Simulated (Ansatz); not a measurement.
`O[SiH2]B(F)Br`, charge 0, multiplicity 1.

Problem. Give a relaxed structure at PBE0-D4/def2-TZVP (the Gaussian-basis code of Ansatz). (Best estimate.)

Solution. Ansatz gave: 
Cartesian coordinates in Å:
```
O 0.865 -1.570 0.004
Si -0.322 -0.575 0.561
B -0.154 1.259 -0.296
F -0.832 2.317 0.076
Br 1.055 1.481 -1.789
H 1.263 -1.330 -0.836
H -1.680 -1.099 0.242
H -0.194 -0.483 2.038
```
